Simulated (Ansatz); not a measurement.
One change: `[CH3][Ge]([CH3])([Cl])[Cl]` becomes `[CH3][Ge]([CH3])([F])[Cl]`.

Ansatz, PBE0-D4/def2-TZVP geometries, multiplicity 1. 

Scalar relativity is left out up to krypton.

```
                                        property  `[CH3][Ge]([CH3])([Cl])[Cl]`
           HOMO energy (ωB97M-V/def2-TZVPP) / eV                        -10.68
              HOMO energy (PBE0/def2-TZVPP) / eV                         -8.48
         HOMO–LUMO gap (ωB97M-V/def2-TZVPP) / eV                         12.68
              LUMO energy (PBE0/def2-TZVPP) / eV                          0.03
           HOMO–LUMO gap (B3LYP/def2-TZVPP) / eV                          7.95
size of the dipole moment (B3LYP/def2-TZVPP) / D                          3.09
```

Give the same properties after the change, and the shifts. (An estimate is asked.)

The calculation gave: 
```csv
property,`[CH3][Ge]([CH3])([F])[Cl]`,shift
HOMO energy (ωB97M-V/def2-TZVPP) / eV,-10.83,-0.15
HOMO energy (PBE0/def2-TZVPP) / eV,-8.61,-0.13
HOMO–LUMO gap (ωB97M-V/def2-TZVPP) / eV,12.94,0.26
LUMO energy (PBE0/def2-TZVPP) / eV,0.47,0.44
HOMO–LUMO gap (B3LYP/def2-TZVPP) / eV,8.48,0.53
size of the dipole moment (B3LYP/def2-TZVPP) / D,3.25,0.16
```

With PBE0 the HOMO falls by 0.13 eV and the LUMO rises by 0.44 eV, so the gap widens by about 0.57 eV. PBE moves the HOMO by -0.09 eV and ωB97M-V by -0.15 eV. Dipoles are sizes alone; their direction can turn.

B3LYP here is the variant with VWN-RPA as its local correlation; programs differ in this.

Positive LUMOs are unbound, so they and the gaps depend on the basis.
